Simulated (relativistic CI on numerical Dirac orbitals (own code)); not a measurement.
**Rb⁺: calculation against measurement**

Calculated at this level of theory: Dirac-Coulomb-Breit CI, orbitals from a KLI potential per configuration, a model potential for QED, valence Slater integrals scaled by 0.85, P86 correlation energy added to each configuration (own radial code, finite nucleus).

Configurations in the expansion (outside the closed core [Ar] 3d10): 4s²4p⁶, 4s²4p⁵5s, 4s²4p⁵4d, 4s²4p⁵5p, 4s²4p⁵6s, 4s²4p⁵5d, 4s²4p⁵6p, 4s4p⁶4d, 4s²4p⁵4f, 4s²4p⁵6d, 4s²4p⁵5f, 4s²4p⁵5g, 4s²4p⁵6f. Double excitations out of closed p, d and f shells are left out; levels of such configurations are missing from the list, as are those of other unlisted configurations, and high levels can miss mixing partners.

```tsv
Configuration	Term (tabulated)	J	Measured (cm⁻¹)	Computed	Error	Purity (%)
4s²4p⁶	1S	0	0.0	0	0	100
4s²4p⁵5s	2[3/2]°	2	133341.6	135199	1857	94
4s²4p⁵5s	2[3/2]°	1	134869.8	136794	1924	53
4s²4p⁵5s	2[1/2]° †	0	138794.4	145135	6341	61
4s²4p⁵5s	2[1/2]° †	1	140610.0	145525	4915	41
4s²4p⁵4d	3P°	2	143955.9	145385	1429	85
4s²4p⁵5p	2[1/2]	1	154274.0	155316	1042	86
4s²4p⁵5p	2[5/2] †	2	156737.0	157533	796	56
4s²4p⁵5p	2[5/2] †	3	156895.5	157573	677	100
4s²4p⁵5p	2[3/2]	1	158151.7	158882	730	49
4s²4p⁵5p	2[3/2]	2	158711.9	159320	609	71
4s²4p⁵5p	2[1/2]	0	161200.2	161943	743	67
4s²4p⁵5p	2[3/2]	1	163924.5	164807	882	70
4s²4p⁵5p	2[3/2]	2	164968.0	165706	738	41
4s²4p⁵5p	2[1/2]	1	165089.6	165832	742	63
4s²4p⁵5p	2[1/2]	0	167632.4	168677	1044	64
4s²4p⁵4d	1P°	1	169658.5	170939	1280	61
4s²4p⁵6s	2[3/2]°	2	179735.1	180114	379	99
```

Measured levels from NIST Handbook of Basic Atomic Spectroscopic Data (Sansonetti and Martin, J. Phys. Chem. Ref. Data 34, 1559 (2005)); pairs were made by configuration, J and term (by order where the table uses no LS term), so strongly mixed levels may be paired wrongly.

Mean error by configuration (cm⁻¹): 4s²4p⁵5s 1890; 4s²4p⁵4d 1355; 4s²4p⁵5p 816; 4s²4p⁵6s 379. Over the excited levels the mean absolute error is 1031 cm⁻¹ (17 of the 20 excited levels that our extract of the source holds in range could be paired, and the others can miss by more), and the median relative error of those above 1,000 cm⁻¹ is 0.54 %. † marks terms whose computed intervals miss the measured ones by more than a factor of 2.5, or configurations far off the rest, from wrong mixing, a near crossing or a doubtful label or measurement; they are left out of the means.
